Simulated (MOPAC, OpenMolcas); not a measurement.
CH4FGeN (SMILES [H]/N=[C](/F)[GeH3]): the dipole moment, rung by rung

The species is CH4FGeN (8 atoms), meant as a singlet with charge 0. As SMILES, `[H]/N=[C](/F)[GeH3]`. Geometry: relaxed at PBE0-D4/def2-TZVP.

Each level gives the dipole moment (D). The values are calculated.

```json
{"level": "PM6", "kind": "semi-empirical", "program": "MOPAC", "value (D)": "3.76", "CPU time": "under 2 s"}
{"level": "HF/6-31G* (spherical functions)", "kind": "Hartree–Fock", "program": "OpenMolcas", "value (D)": "3.53", "CPU time": "18 s"}
{"level": "SVWN5/6-31G* (spherical functions)", "kind": "LDA", "program": "OpenMolcas", "value (D)": "2.67", "CPU time": "34 s"}
{"level": "BLYP/6-31G* (spherical functions)", "kind": "GGA", "program": "OpenMolcas", "value (D)": "2.54", "CPU time": "41 s"}
{"level": "M06-L/6-31G* (spherical functions)", "kind": "meta-GGA", "program": "OpenMolcas", "value (D)": "2.89", "CPU time": "57 s"}
{"level": "BHLYP/6-31G* (spherical functions)", "kind": "global hybrid", "program": "OpenMolcas", "value (D)": "3.18", "CPU time": "46 s"}
```

All-electron rows without a relativistic Hamiltonian named are non-relativistic. The values span 2.54 to 3.76 D. Magnitudes only. CPU times are rough (shared hosts, several kinds of processor): they show what a rung costs within a factor of a few.
